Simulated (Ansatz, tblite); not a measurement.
Cost and result up the ladder for the cluster Cs2I2⁻ (the lowest doublet isomer of a short search) (4 atoms). The state is a doublet with charge -1. Geometry: PBE-D4/def2-SVPD.

```xyz
4

Cs    1.350    1.925    0.770
Cs   -1.357   -1.925   -0.760
I     1.713   -1.722    1.305
I    -1.706    1.721   -1.315
```

Ansatz on 4 threads of Arm Neoverse V1 on a shared host; xTB runs through tblite on one thread. Times are rough, summed over both states, and most runs start from the orbitals of an earlier one. PBE0-D4/def2-TZVPD serves as the yardstick here, not as an exact answer. Differences are given only for rows in sets of like size (and for xTB, whose basis is part of the method), since another set adds its own error. The other state is a singlet.

In the def2 sets Cs, I take a core potential; there is no spin–orbit coupling. The xTB rows come from tblite. Correlated methods freeze 8 core orbitals; core or outer-core shells of Cs, I are correlated, in sets that lack core-valence functions. The rows differ in basis, and correlated rows in double-zeta sets carry the largest basis error. In CCSD on the charge -1 doublet the largest single amplitude is 0.56, so its Hartree–Fock determinant may place the open shell otherwise than the density functionals do. HOMO above LUMO, or a gap near zero within one spin, warns that the state may not be the lowest or that an electron is smeared out. The structure comes from a short search, and lower isomers may exist.

Run but left out: HF/def2-SVPD, MP2/def2-SVPD (doublet: a determinant that CCSD turns far, T1 0.076).

Correlated methods converge slowly with the basis, most of all in double-zeta sets.

Raw xTB energies of ions are shifted by several eV, and xTB has no spin-polarisation term.

| level | functions | wall time | vertical IE (eV) | difference from PBE0-D4/def2-TZVPD (eV) | remarks |
| --- | --- | --- | --- | --- | --- |
| GFN1-xTB | 26 | 0.006 s | 6.54 | 6.18 | – |
| GFN2-xTB | 26 | 0.008 s | 3.79 | 3.43 | – |
| PBE-D4/def2-TZVPD | 182 | 9.4 s | 0.48 | 0.12 | HOMO above zero (-1 doublet), gap within one spin near zero (-1 doublet) |
| PBE0-D4/def2-TZVPD (with forces) | 182 | 14 s | 0.37 | 0.00 | HOMO above zero (-1 doublet) |
| r2SCAN-D4/def2-TZVPD | 182 | 21 s | 0.32 | -0.05 | HOMO above zero (-1 doublet), gap within one spin near zero (-1 doublet) |
| CCSD(T)/def2-SVPD | 124 | 3.6 min | 0.08 | – | large T1 (0.076) (-1 doublet) |
